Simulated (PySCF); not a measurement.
This script is equivalent to a calculation on Ru³⁺ (ruthenium, charge +3).

```python
from pyscf import gto, scf, dft, mp, cc
import basis_set_exchange as bse
mol = gto.M(atom="Ru 0 0 0", charge=3, spin=5, symmetry="D2h",
            basis=gto.basis.parse(bse.get_basis("ANO-RCC-VTZP", elements=["Ru"], fmt="nwchem")),
            nucmod="G")
mf = dft.UKS(mol, xc="B3LYP").sfx2c1e()
mf.irrep_nelec = {'Ag': (8, 6), 'B1g': (2, 1), 'B2g': (2, 1), 'B3g': (2, 1), 'B1u': (3, 3), 'B2u': (3, 3), 'B3u': (3, 3)}
mf.kernel()
```

Q: What total energy does it give?

A: -4528.30 hartree (calculated).

Q: Which occupied shell lies highest, and where?

A: 4d α, at -40.388 eV.

Q: What is ⟨S²⟩, and what would a pure spin state give?

A: 8.750, against 8.75.
